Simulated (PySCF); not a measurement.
## Nb²⁺: excitation energy

Nb²⁺ [Kr] 4d3 (4F) → Nb²⁺ [Kr] 4d2 5s1, s spin flipped, as a difference of total energies. Calculation: PySCF 2.14, in aug-cc-pVDZ-PP with ECP28MDF; scalar relativity through the core potential. Correlated levels: valence: 4s2 4p6 frozen. The calculations carry no spin-orbit coupling.

```tsv
method	excitation energy (eV)
UHF	3.977
LDA	3.645
PBE	3.888
PBE0	4.019
r2SCAN	4.312
MN15	3.872
BHandHLYP	3.700
r2SCANh	4.290
BLYP	3.505
MP2 (valence)	3.853
SCS-MP2 (valence)	3.642
```

How much does correlation contribute at MP2 (valence)?

3.853 − (3.977) = -0.124 eV, measured against UHF.

The upper determinant mixes two multiplicities, so it lies between the two terms.
